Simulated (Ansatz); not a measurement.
Computed with Ansatz on PBE0-D4/def2-TZVP structures; ΔE is electronic, products minus reactants. CCSD(T)/CBS is the MP2 limit (def2-TZVPP, def2-QZVPP) plus CCSD(T) − MP2 in def2-TZVPP, frozen cores. This one scheme is used for every species. DFT in def2-TZVPP. Elements past krypton have def2 core potentials. For I, Sn outer-core shells are correlated without core-valence functions, which leaves a few kJ/mol of doubt a bond.

Consider the formal exchange of groups at the Sn–I bond: `[F][Sn]([F])([F])[I]` + acetylene → `C#[C][Sn]([F])([F])[F]` + HI.

`[F][Sn]([F])([F])[I]`:

```xyz
5

F    -1.850    0.202    0.467
Sn   -0.034   -0.063    0.026
F     0.771   -0.758    1.585
F    -0.017   -1.476   -1.227
I     1.130    2.096   -0.852
```

`C#C`:

Cartesian coordinates in Å:
```
C -0.384 0.176 -0.424
C 0.384 -0.176 0.424
H -1.067 0.488 -1.179
H 1.067 -0.488 1.179
```

`C#[C][Sn]([F])([F])[F]`:

Cartesian coordinates in Å:
```
C 2.008 0.706 0.490
C 0.902 0.318 0.220
Sn -0.965 -0.339 -0.235
F -2.270 0.216 1.008
F -1.091 -2.220 -0.297
F -1.573 0.267 -1.915
H 2.989 1.051 0.729
```

HI:

```xyz
2

I    -0.209   -0.650    0.427
H     0.209    0.650   -0.427
```

(1) Is it downhill or uphill in electronic energy at CCSD(T)/CBS, and by how much? (Estimate.)

(2) What do these levels give: PBE-D4, PBE, revPBE, CCSD/def2-SVP, SCS-MP2/def2-TZVPP, CCSD/def2-TZVPP? (Best estimate.)

Largest T1 diagnostic among the species: 0.015.

Results:

(1) Ansatz gave: Uphill: ΔE = +22.2 kcal/mol.

(2) Ansatz gave: PBE-D4 23.2, PBE 23.0, revPBE 22.8, CCSD/def2-SVP 19.8, SCS-MP2/def2-TZVPP 18.7, CCSD/def2-TZVPP 18.0 kcal/mol.

In def2-TZVPP, CCSD(T) changes the Hartree–Fock value by −3.2 kcal/mol (the triples alone add −0.1 kcal/mol) and MP2 by −1.6 kcal/mol. At CCSD(T), def2-SVP lies −2.5 kcal/mol from the extrapolated value and def2-TZVPP −4.3 kcal/mol.
